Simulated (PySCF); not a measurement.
Spectra and structures to be paired. Computed with TDDFT PBE0/def2-SVPD, vertical, gas phase, core orbitals frozen in the response (PySCF). Geometries: GFN2-xTB; one conformer of each isolated species. Triplets are in the Tamm–Dancoff approximation.

A. `C#C[C@@]1(F)C[C@@H]1F`
B. `O=C(O)[C@]12C=C[C@H](C=C1)O2`
C. `C(/P)=C/C`
D. `c1c(C#N)ccc(Cl)c1`
E. `O=C(O)c1cccc(O)c1`

Lowest singlet levels (six at most, fewer where fewer were computed) with oscillator strengths:

1. 275 nm (f 0.059); 250 nm (f 0.000); 227 nm (f 0.120); 200 nm (f 0.000); 198 nm (f 0.420); 186 nm (f 0.000); T1 3.50 eV
2. 216 nm (f 0.000); 188 nm (f 0.012); 175 nm (f 0.009); 171 nm (f 0.031); 166 nm (f 0.031); 160 nm (f 0.011); T1 5.15 eV
3. 225 nm (f 0.010); 190 nm (f 0.204); 181 nm (f 0.088); 178 nm (f 0.001); 174 nm (f 0.000); 169 nm (f 0.118); T1 4.08 eV
4. 243 nm (f 0.000); 232 nm (f 0.387); 195 nm (f 0.255); 193 nm (f 0.000); 193 nm (f 0.000); 188 nm (f 0.000); T1 3.61 eV
5. 268 nm (f 0.000); 229 nm (f 0.004); 229 nm (f 0.000); 211 nm (f 0.001); 211 nm (f 0.036); 195 nm (f 0.004); T1 3.09 eV

Question: Match each spectrum to its molecule.

Answer: 1 = E, 2 = A, 3 = C, 4 = D, 5 = B.
- A: S1 at 5.74 eV, HOMO→LUMO (94%); Löwdin shares by element: HOMO carbon 74% or more (atoms not listed hold the other 26%); LUMO carbon 60% or more, fluorine 10% or more (atoms not listed hold the other 30%); HOMO -7.83 and LUMO -0.28 eV.
- B: S1 at 4.63 eV, HOMO→LUMO (99%); Löwdin shares by element: HOMO carbon 78% or more (atoms not listed hold the other 22%); LUMO carbon 70% or more (atoms not listed hold the other 30%); HOMO -6.84 and LUMO -1.12 eV.
- C: S1 at 5.50 eV, HOMO→LUMO (99%); Löwdin shares by element: HOMO phosphorus 68%, hydrogen 16% or more, carbon 10% or more; LUMO carbon 60%, phosphorus 18% (atoms not listed hold the other 21%); HOMO -7.35 and LUMO -0.45 eV; point group Cs, 1 of its 6 listed states under f = 0.0005.
- D: S1 at 5.10 eV, HOMO→LUMO+1 (58%), HOMO-1→LUMO (41%); Löwdin shares by element: HOMO carbon 32% or more, chlorine 21%, nitrogen 11% (atoms not listed hold the other 35%); LUMO carbon 45% or more, nitrogen 11% (atoms not listed hold the other 43%); HOMO -7.75 and LUMO -1.91 eV; point group C2v, 4 of its 6 listed states under f = 0.0005.
- E: S1 at 4.52 eV, HOMO→LUMO (90%); Löwdin shares by element: HOMO carbon 49% or more, oxygen 20% or more (atoms not listed hold the other 31%); LUMO carbon 44% or more, oxygen 13% or more (atoms not listed hold the other 43%); HOMO -6.98 and LUMO -1.62 eV; point group Cs, 3 of its 6 listed states under f = 0.0005.
B and E have S1 within 0.12 eV of each other; their strongest listed levels stand at 5.89 eV (f 0.036) and 6.25 eV (f 0.420).
